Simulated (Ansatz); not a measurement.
Si(NHSiH3)2(Cl)2 (Cl₂H₈N₂Si₃), SMILES [SiH3]N[Si](Cl)(Cl)N[SiH3].

The structure is a stationary point at B3LYP-D3(BJ)/def2-SVP. Other conformers were not sampled.

Two levels are set side by side: PBE/def2-SVPD (Ansatz, a program for electronic structure) and PBE0/def2-SVPD (Ansatz). Energy differences of separate SCF runs at the same geometry; the states with an electron removed or added have multiplicity 2 and 2. Differences are taken from unrounded values.

```csv
quantity,PBE0
vertical ionisation energy (eV),9.69
vertical singlet–triplet gap (eV),6.24
```

### Question
What does PBE give, and how far is it from PBE0? (An estimate is asked for; the answer gives what the named calculation found.)

### Answer

| quantity | PBE | PBE minus PBE0 |
|---|---|---|
| vertical ionisation energy (eV) | 9.13 | -0.56 |
| vertical singlet–triplet gap (eV) | 5.59 | -0.65 |
